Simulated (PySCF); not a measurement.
Species: C₇H₄ClFO.
Z-matrix (Å and degrees, PBE0-D3(BJ)/def2-SVP geometry), rows numbered from 1:
```
O 
C   1  1.1876
Cl  2  1.7905  1  119.54
C   2  1.4794  1  125.63  3   179.99
C   4  1.4002  2  123.79  1  -178.80
C   5  1.3888  4  120.33  2   179.68
C   6  1.3912  5  118.94  4     0.08
F   7  1.3255  6  119.05  5  -179.92
C   7  1.3929  6  121.91  5     0.07
C   9  1.3869  7  118.71  6    -0.17
H   5  1.0904  4  119.47  2    -0.21
H   6  1.0910  5  121.65  4  -179.87
H   9  1.0912  7  119.43  6   179.86
H  10  1.0916  4  118.74  2     0.24
```

Linear response at PBE0/def2-SVPD (PySCF, frozen core in the response, non-relativistic).

Static isotropic polarisability: 99.73 au (14.78 Å³), principal values 56.4, 105.2, 137.6 au.

Problem. What is the polarisability at 1064 nm and at the sodium D line?

Solution. 101.14 au at 1064 nm (+1.4 %), 104.67 au at 589.3 nm (+5.0 %). The rise at 589.3 nm is 3.52 times that at 1064 nm; a pure ω² law gives 3.26. The lowest singlet lies at 270 nm, shorter than both wavelengths.

Problem. What is the isotropic C6 coefficient between two such molecules, C6 = (3/π)∫α(iω)² dω?

Solution. 3722 au (Eh·bohr⁶) by a ten-point quadrature over imaginary frequencies, which is 2220 eV·Å⁶ or 215 J·nm⁶/mol.

Problem. Which effective excitation energy ω̄ makes London's formula C6 = (3/4)α²ω̄ exact here?

Solution. ω̄ = 4·C6/(3α²) = 0.499 Eh = 13.6 eV. A one-pole form α(ω) = α/(1 − ω²/ω̄²) fitted to the 1064 nm value gives 9.9 eV.

Problem. What n − 1 at the D line would an ideal gas of it have at 273.15 K and 1 atm (2.6868 × 10¹⁹ cm⁻³), by n − 1 = 2π·N·α′?

Solution. 26.18 × 10⁻⁴, a formal value whether or not that pressure can be reached.

Problem. How many electrons N does the Slater–Kirkwood formula C6 = (3/4)·√N·α^(3/2) need to give this C6?

Solution. N = (4·C6/3)²/α³ = 24.8; the species has 80 electrons in all.

Problem. The lowest 6 singlets have (eV, f): 4.60, 0.000; 4.93, 0.008; 5.11, 0.306; 5.74, 0.000; 6.05, 0.009; 6.23, 0.148. What share of the static polarisability do they carry in the sum over states α = Σ f/ω²?

Solution. 11.94 au, 12.0 % of α; the largest term, 8.67 au, is that of the state at 5.11 eV. Their oscillator strengths add up to 0.47. Higher states carry the rest.

Problem. What molar refraction at the D line follows from R = (4π/3)·N_A·α′, with α′ the polarisability volume?

Solution. α′ = 15.51 Å³ gives R = 39.13 cm³/mol, for isolated, non-vibrating species.

Problem. How anisotropic is the static polarisability, by Δα² = ½[(α1 − α2)² + (α2 − α3)² + (α3 − α1)²]?

Solution. Δα = 70.9 au, or 0.71 of the isotropic value.

On Arm Neoverse V2, one thread, no GPU (shared host), this took 91 s and 1.0 GiB of memory at its peak. This is the whole response run at PBE0/def2-SVPD, SCF included.

One conformer stands for the species.
